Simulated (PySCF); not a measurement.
**Steps of a relaxation of [Pm(HCN)]3+**

[Pm(HCN)]3+ (singlet in the valence; each metal's 4f electrons, 4 of them, lie in its core potential, out of spins and levels). PySCF 2.14.0, RKS PBE0, Pm lcecp-1-SVP with ECP50, N def2-SVP, C def2-SVP, H def2-SVP; non-relativistic Hamiltonian with scalar-relativistic core potentials where named; density fitting; no spin-orbit coupling. Origin of the start: template. Columns: position (Å) and force (eV/Å). Energies are counted from the last step; some of the 7 steps are shown. Forces carry noise of the integration grid, about 0.01 to 0.03 eV/Å.

Run from Python with OMP_NUM_THREADS=2. Where DIIS fails, smearing, a level shift and second-order steps follow.
It took 52 s on 2 threads of Intel(R) Xeon(R) Processor @ 2.50GHz (Skylake/Cascade Lake) (shared host), from the converged density of the start.

```xyz
4
step 0  E = 0.384 eV
Pm    0.0000    0.0000   -0.4978     0.00    0.00    2.03
N     0.0000    0.0000    2.0722     0.00    0.00   -2.00
C     0.0000    0.0000    3.2322     0.00    0.00   -1.48
H     0.0000    0.0000    4.3022     0.00    0.00    1.45
```

```xyz
4
step 2  E = 0.031 eV
Pm    0.0000    0.0000   -0.2582     0.00    0.00   -0.81
N     0.0000    0.0000    1.9663     0.00    0.00    0.55
C     0.0000    0.0000    3.1315     0.00    0.00    0.91
H     0.0000    0.0000    4.2691     0.00    0.00   -0.65
```

```xyz
4
step 4  E = 0.000 eV
Pm    0.0000    0.0000   -0.3004     0.00    0.00    0.05
N     0.0000    0.0000    1.9867     0.00    0.00   -0.01
C     0.0000    0.0000    3.1525     0.00    0.00    0.05
H     0.0000    0.0000    4.2700     0.00    0.00   -0.10
```

Q: Where does the relaxation end?

A: It converges at step 6 in C∞v:
```xyz
4
step 6  E = 0
Pm    0.0000    0.0000   -0.2965
N     0.0000    0.0000    1.9865
C     0.0000    0.0000    3.1521
H     0.0000    0.0000    4.2667
```

Q: How did the contacts change?

A: 
```json
{"contact": "Pm1–N2 (HCN)", "start (Å)": "2.570", "end (Å)": "2.283"}
```


An lcecp potential fixes the number of 4f electrons, so in runs with it no electron can move into or out of that shell.
